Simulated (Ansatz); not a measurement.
Calculated with Ansatz (gas phase, PBE0-D4/def2-TZVP geometries, no zero-point term in ΔE). CCSD(T)/CBS adds triple-zeta CCSD(T) − MP2 to the extrapolated MP2 energy (def2 sets, frozen cores). DFT in def2-TZVPP. Each species was taken in one conformer, which may not be the lowest.

Consider the isomerisation: `CCC(CC)(CC)CC` → `CC(C)C(C)C(C)(C)C`.

`CCC(CC)(CC)CC`:

```xyz
29

C    -0.076    2.533   -0.585
C     0.677    1.380    0.057
C     0.000    0.000    0.000
C    -1.373    0.031    0.691
C    -1.388    0.432    2.157
C     0.950   -0.981    0.707
C     0.497   -2.430    0.784
C    -0.253   -0.430   -1.455
C     0.966   -0.534   -2.355
H    -0.246    2.368   -1.652
H     0.493    3.460   -0.488
H    -1.049    2.699   -0.117
H     0.874    1.621    1.106
H     1.665    1.295   -0.407
H    -2.024    0.709    0.128
H    -1.832   -0.958    0.586
H    -0.800   -0.251    2.774
H    -0.994    1.439    2.311
H    -2.409    0.420    2.545
H     1.134   -0.609    1.720
H     1.923   -0.937    0.206
H     0.356   -2.869   -0.206
H     1.244   -3.035    1.303
H    -0.443   -2.537    1.330
H    -0.967    0.271   -1.899
H    -0.772   -1.394   -1.441
H     1.687   -1.268   -1.986
H     0.672   -0.846   -3.360
H     1.488    0.421   -2.452
```

`CC(C)C(C)C(C)(C)C`:

```xyz
29

C    -1.944   -0.497    1.257
C    -0.947    0.601    0.899
C    -1.655    1.951    0.903
C    -0.199    0.389   -0.440
C    -1.113   -0.214   -1.500
C     1.166   -0.340   -0.304
C     1.772   -0.568   -1.690
C     1.052   -1.688    0.403
C     2.137    0.545    0.478
H    -1.503   -1.494    1.234
H    -2.799   -0.496    0.577
H    -2.334   -0.332    2.265
H    -0.200    0.631    1.699
H    -2.388    2.012    0.092
H    -0.946    2.772    0.773
H    -2.193    2.114    1.841
H     0.066    1.394   -0.797
H    -2.075    0.304   -1.521
H    -0.682   -0.126   -2.498
H    -1.318   -1.272   -1.317
H     2.796   -0.939   -1.595
H     1.208   -1.303   -2.268
H     1.807    0.362   -2.265
H     0.735   -1.576    1.442
H     2.024   -2.190    0.409
H     0.345   -2.353   -0.100
H     3.114    0.059    0.559
H     1.791    0.750    1.493
H     2.283    1.504   -0.027
```

```
             level  ΔE (kJ/mol)
              BLYP          4.8
SCS-MP2/def2-QZVPP         -1.4
```

Task: What does CCSD(T)/CBS give? (Best estimate.)

Result: Computed: -0.9 kJ/mol. The listed levels differ from it by 5.7, -0.5 kJ/mol.

Largest T1 diagnostic among the species: 0.009.

In def2-TZVPP, CCSD(T) changes the Hartree–Fock value by −7.8 kJ/mol (the triples alone add −1.5 kJ/mol) and MP2 by −9.3 kJ/mol. Leaving LDA and LC-ωPBE aside and taking each functional with its dispersion term where it has one, the values, not all of them listed here, spread over 3.7 kJ/mol, from B97M-V to BHLYP-D4. LDA lies −3.6 kJ/mol from PBE without D4.

CCSD(T)/CBS has its own doubt, a few kJ/mol and more with outer-core shells, so smaller differences from it don't rank the levels.
